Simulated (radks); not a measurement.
Results of a calculation; reference values are marked as such.
Question: Spin polarisation of the 4p5 shell in Kr+. Start: [Ar] 3d10 4s2 4p(up 2.5, down 2.5); electrons of 4p are moved from spin down to spin up, other shells keep equal spins. Code: a radial shooting solver on a logarithmic mesh with Libxc functionals. Model: scalar-relativistic Kohn-Sham, PBEsol, spin-polarised, spherical densities, point nucleus. Estimate the energy gained and the exchange splitting at a moment of 1 Bohr magnetons.

Answer: At moment 1 the spin-polarisation energy is -0.212 eV and the 4p exchange splitting 0.850 eV, that is 0.850 eV per Bohr magneton; E = -I m^2/4 would give I = 0.849 eV.
